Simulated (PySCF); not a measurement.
# Optical rotation: `C[C@@H](N)[C@@H]1C[C@H]1S`, C$_{5}$H$_{11}$NS

Geometry (Å), atoms numbered from 1 in this order:
```xyz
18

C    -1.2475    1.4039   -0.8982
C    -0.9220    0.1119   -0.1338
N    -1.9108   -0.9412   -0.3119
C     0.4285   -0.4254   -0.5622
C     1.1303   -1.4494    0.2773
C     1.6605   -0.0522    0.2043
S     3.2066    0.2217   -0.6814
H    -0.4756    2.1502   -0.7281
H    -1.3079    1.2041   -1.9673
H    -2.2013    1.8114   -0.5678
H    -0.8913    0.3317    0.9409
H    -2.8283   -0.6197   -0.0237
H    -1.9665   -1.2076   -1.2895
H     0.5404   -0.5232   -1.6359
H     0.6585   -1.7635    1.1950
H     1.6823   -2.2282   -0.2257
H     1.5705    0.5835    1.0748
H     2.8649    1.3982   -1.2081
```

Method used: TDDFT wB97X-D/aug-cc-pVDZ circular dichroism and optical rotation, one conformer, gas phase in PySCF. Geometry: GFN2-xTB.

The molecule is flexible and this is one conformer; a measurement averages over conformers. Singlets 7 and 8 lie within 0.01 eV of each other, so their separate moments and overlaps can depend on how they mix.

Stereocentres: C2 R, C4 S, C6 R.

Q: Give the optical rotatory dispersion at 633, 589.3, 546, 436, 405, 365, 355 nm.

A: [α] in deg dm⁻¹ (g/mL)⁻¹:
| λ (nm) | origin-invariant length gauge | modified velocity gauge | length gauge (centre of mass) | isotropic polarisability (au) |
| --- | --- | --- | --- | --- |
| 633 | -43.4 | -43.0 | -43.4 | 92.2 |
| 589.3 | -51.0 | -50.6 | -51.0 | 92.6 |
| 546 | -60.9 | -60.4 | -60.9 | 93.0 |
| 436 | -106.3 | -105.3 | -106.2 | 94.9 |
| 405 | -129.7 | -128.5 | -129.5 | 95.7 |
| 365 | -175.6 | -174.1 | -175.3 | 97.2 |
| 355 | -191.5 | -189.8 | -191.2 | 97.7 |

Q: And for the mirror image at 589.3 nm?

A: +51.0 deg dm⁻¹ (g/mL)⁻¹ (origin-invariant length gauge): the same size and the opposite sign.

Q: What is the molar rotation [Φ] = [α]·M/100 of the geometry above at 589.3 nm?

A: With M = 117.21 g/mol, -59.8 deg cm² dmol⁻¹ (origin-invariant length gauge).

The first excitation lies at 5.58 eV (222 nm) with R = +1.3 × 10⁻⁴⁰ esu² cm² (velocity form).
